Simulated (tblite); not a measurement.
C2H6Cl2Si, triplet, at the geometry of the source list (a higher spin typed on purpose: for a closed-shell molecule this is an excited state); tblite with GFN1-xTB.

Here is a job for tblite.
```
$ tblite run mol.xyz --method gfn1 --charge 0 --spin 2 --json tblite.json --no-restart

# file mol.xyz
11

C      1.46970000    -0.56850000    -0.39370000
Si     0.04640000     0.66220000    -0.12100000
C     -1.52280000    -0.18950000     0.53220000
Cl     0.63840000     2.07840000     1.21270000
Cl    -0.38170000     1.58440000    -1.88200000
H      1.19660000    -1.33230000    -1.11570000
H      2.35960000    -0.06830000    -0.76690000
H      1.73950000    -1.06940000     0.53130000
H     -2.32760000     0.52520000     0.68340000
H     -1.88050000    -0.94260000    -0.16360000
H     -1.33770000    -0.67970000     1.48340000
```

The log (banner, timings and long lists left out):

```
xTB calculator
 | screened Coulomb repulsion
 | Coulomb electrostatics
 |  * isotropic Klopman-Ohno-Mataga-Nishimoto electrostatics
 |  * onsite third-order electrostatics
 | DFT-D3(BJ) dispersion correction

halogen bonding energy    0.0000000000000E+00 Eh
repulsion energy          1.5034056541942E-01 Eh
dispersion energy        -4.8888156163061E-03 Eh
number of electrons       3.2000000000000E+01 e
integral cutoff           2.8146159136829E+01 bohr

------------------------------------------------------------
  cycle        total energy    energy error   density error
------------------------------------------------------------
      1     -17.67378071499  -1.7819232E+01   4.8567769E-01
      2     -17.66900070350   4.7800115E-03   2.9472071E-01
      3     -17.52973749436   1.3926321E-01   1.8322898E-01
      4     -17.66839497056  -1.3865748E-01   5.5907653E-02
      5     -17.67969471034  -1.1299740E-02   1.7608578E-02
      6     -17.67955868297   1.3602737E-04   1.9030650E-02
      7     -17.67997532895  -4.1664598E-04   1.2063137E-02
      8     -17.68010444264  -1.2911368E-04   6.9542309E-03
      9     -17.68009525230   9.1903379E-06   6.6050653E-03
     10     -17.68018317509  -8.7922792E-05   4.5289124E-03
     11     -17.68022480471  -4.1629623E-05   1.3527817E-03
     12     -17.68023122578  -6.4210690E-06   3.7278575E-04
     13     -17.68023177414  -5.4835630E-07   1.2629047E-04
     14     -17.68023181252  -3.8380065E-08   4.2763240E-05
     15     -17.68023182064  -8.1245410E-09   6.9760995E-06
------------------------------------------------------------

electronic energy        -1.7825683570446E+01 Eh
total energy             -1.7680231820643E+01 Eh

Post processing:
 | Mayer-Wiberg bond orders

[Info] JSON dump of results written to 'tblite.json'
```
